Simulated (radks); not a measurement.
Results of a calculation; reference values are marked as such.
Task: All-electron atom: Pd IX in [Kr] 4d2. Level of theory: scalar-relativistic Kohn-Sham, LDA (Slater exchange, VWN5 correlation), spin-polarised, spherical densities, finite nucleus; open shells are filled with parallel spins first (spin-orbit coupling, left out, can overturn this in heavy ions); Fermi nuclear charge, rms radius 4.5318 fm (a radial shooting solver on a logarithmic mesh with Libxc functionals). Some entries of the table are withheld. Estimate them.

orbital  occ.  eigenvalue (eV)  r(max) (bohr)
1s up       1        -24282.80        0.02068
1s down     1        -24282.79        0.02068
2s up       1        -3674.661         0.1170
2s down     1        -3674.114         0.1169
2p up       3        -3312.199        0.09342
2p down     3        -3311.768        0.09342
3s up       1        -781.6565         0.3419
3s down     1        -781.2699         0.3419
3p up       3        -662.5488         0.3348
3p down     3        -662.1285         0.3348
3d up       5        -473.2082         0.2812
3d down     5        -472.6534         0.2813
4s up       1        -222.8762         0.8343
4s down     1        -220.7015         0.8330
4p up       3              (1)         0.8802
4p down     3              (2)         0.8789
4d up       2              (3)            (4)
4d down     0              (5)            (6)

Result: 
(1) 4p up eigenvalue (eV): -186.3721
(2) 4p down eigenvalue (eV): -184.1565
(3) 4d up eigenvalue (eV): -131.2065
(4) 4d up r(max) (bohr): 0.9734
(5) 4d down eigenvalue (eV): -129.0005
(6) 4d down r(max) (bohr): 0.9723
